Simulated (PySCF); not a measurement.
# WOF4: from structure and modes to constants

Computed with PBE/[W def2-TZVP with ECP60, O def2-TZVP, F def2-TZVP], scalar-relativistic core potentials, density fitting, no spin–orbit coupling, PySCF.

The singlet minimum has C4v symmetry. Masses (u): W 183.95093, O 15.99492, F 18.99840.

```xyz
6
charge 0 multiplicity 1, angstrom
W     0.0000   -0.0324    0.0000
O     0.0000   -1.7272    0.0000
F     1.8058    0.4491    0.0000
F    -1.8058    0.4491    0.0000
F     0.0000    0.4491   -1.8058
F     0.0000    0.4491    1.8058
```

Harmonic wavenumbers (cm⁻¹): 98.4 (b1, ×1), 229.2 (e, ×2), 235.3 (a1, ×1), 287.9 (e, ×2), 323.7 (b2, ×1), 621.8 (b1, ×1), 673.9 (e, ×2), 699.3 (a1, ×1), 1034.9 (a1, ×1).

Problem. Find the principal moments of inertia and the rotational constants. What kind of rotor is it?

Solution. About the centre of mass I = 187.14, 187.14, 247.81 u Å². With B = 16.8576/I this gives 0.09008, 0.09008, 0.06803 cm⁻¹. The molecule is an oblate symmetric top.

Problem. What is the harmonic zero-point energy?

Solution. Half the sum of all 12 wavenumbers, 5395/2 = 2698 cm⁻¹, which is 32.3 kJ/mol (1 cm⁻¹ = 0.0119627 kJ/mol).

Problem. Find the vibrational entropy and heat capacity at 298.15 K.

Solution. With u = 1.43878 ω/T, each mode gives S = R[u/(eᵘ−1) − ln(1−e⁻ᵘ)] and C = R u² eᵘ/(eᵘ−1)².
```
  ω (cm⁻¹)      u  S (J/(mol K))  C (J/(mol K))
      98.4  0.475          14.59           8.16
229.2 (×2)  1.106           7.89           7.52
     235.3  1.136           7.69           7.48
287.9 (×2)  1.389           6.22           7.10
     323.7  1.562           5.40           6.81
     621.8  3.000           1.73           4.13
673.9 (×2)  3.252           1.42           3.68
     699.3  3.375           1.28           3.48
    1034.9  4.994           0.34           1.42
```
The sums over all modes are S = 62.1 and C = 68.1 J/(mol K); the softest mode gives 23 % of the entropy (each member, where degenerate).

Only a few start shapes were tried, so a lower isomer may exist. With an element this heavy the missing spin–orbit coupling can shift these numbers.
